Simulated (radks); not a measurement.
Initial-state core-level shifts of the neodymium ion Nd+ when its valence configuration changes from [Xe] 4f4 6s1. Calculated with a radial shooting solver on a logarithmic mesh with Libxc functionals: Dirac Kohn-Sham, PBE, spin-unpolarised, spherical densities, finite nucleus; open shells fill j = l - 1/2 first; Fermi nuclear charge, rms radius 4.9123 fm. Shifts are changes of the shell-averaged eigenvalues in eV (positive: less bound); the change of the density at the nucleus, which sets a Mossbauer isomer shift, is in e/bohr^3, on a base of 4.536e+05.

4f3 6s1 6p1: 2s -10.141; 2p -10.041; 4s -10.509; 5p -5.750; density at nucleus +32.27
4f2 5d2 6s1: 2s -14.661; 2p -14.440; 4s -15.468; 5p -5.383; density at nucleus +54.30
4f2 6s1 6p2: 2s -22.200; 2p -21.965; 4s -22.792; 5p -11.763; density at nucleus +73.94
4f4 6p1: 2s -1.001; 2p -1.001; 4s -0.996; 5p -1.008; density at nucleus -22.37
4f2 5d1 6s2: 2s -17.381; 2p -17.155; 4s -18.100; 5p -7.660; density at nucleus +91.90
4f4 5d1: 2s +1.804; 2p +1.804; 4s +1.761; 5p +1.778; density at nucleus -24.87
4f3 5d1 6s1: 2s -6.678; 2p -6.582; 4s -7.120; 5p -2.652; density at nucleus +24.42
4f3 6s2: 2s -9.146; 2p -9.047; 4s -9.517; 5p -4.801; density at nucleus +58.38
4f3 6p2: 2s -11.105; 2p -11.004; 4s -11.472; 5p -6.665; density at nucleus +5.16
